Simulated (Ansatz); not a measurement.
`[OH][Ti]([OH])([SH])[SH]`, relaxed with RKS PBE-D4/def2-SVP in Ansatz 0.2.0 from a rough embedded geometry. The force threshold is 0.03 eV/Å; the program also tests the step.

Charge 0, multiplicity 1.

Start:

```xyz
9

O     0.501   -1.820   -0.386
Ti    0.243    0.099   -0.352
O     1.548    0.894   -1.537
S     0.639    0.906    1.822
S    -1.958    0.669   -1.075
H    -0.245   -2.191    0.255
H     2.442    0.837   -1.096
H    -0.611    0.356    2.281
H    -2.560    0.249    0.089
```

```tsv
step	energy (eV)	largest force (eV/Å)	largest move (Å)
1	-48917.6080	2.968	0.000
2	-48918.2025	1.620	0.170
3	-48918.3366	1.459	0.182
4	-48918.3906	0.763	0.152
5	-48918.4616	0.508	0.200
6	-48918.5473	0.269	0.200
7	-48918.5749	0.331	0.200
8	-48918.5855	0.062	0.200
9	-48918.5857	0.135	0.057
10	-48918.5900	0.044	0.041
11	-48918.5903	0.008	0.024
```

End:

```xyz
9

O     0.395   -1.550    0.114
Ti    0.215    0.202   -0.159
O     1.486    0.887   -1.193
S     0.176    1.245    1.909
S    -1.779    0.575   -1.262
H    -0.133   -2.316   -0.171
H     2.272    0.507   -1.624
H    -0.170    0.053    2.478
H    -2.462    0.397   -0.093
```

Hardware: 4 threads of an Arm Neoverse V1 on a shared host. Wall time 20 s, peak host memory 0.19 GiB.
